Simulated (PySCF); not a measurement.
Computed Raman spectrum (relative Raman activity) of a molecule C₂H₄BF₃. Coordinates come from a B3LYP-D3(BJ)/def2-SVP optimisation. Other conformers were not sampled. Level of theory: B3LYP-D3(BJ)/def2-SVP (PySCF 2.14.0). Harmonic, unscaled wavenumbers; measured fundamentals usually lie a few per cent lower.

ν (cm⁻¹): 725 (vw), 1087 (vw), 1153 (w), 1231 (w), 1242 (w), 1388 (vw), 1417 (w), 1429 (w), 1441 (vw), 3001 (vs), 3004 (vs), 3034 (s), 3046 (s) (against the strongest line: vs over 80 %, s over 45 %, m over 15 %, w over 4 %, vw less)

### Question
Pick the molecule that these values belong to.
A) CB(F)C(F)F
B) FCB(F)CF
C) C[C@H](F)B(F)F

### Answer
B, FCB(F)CF
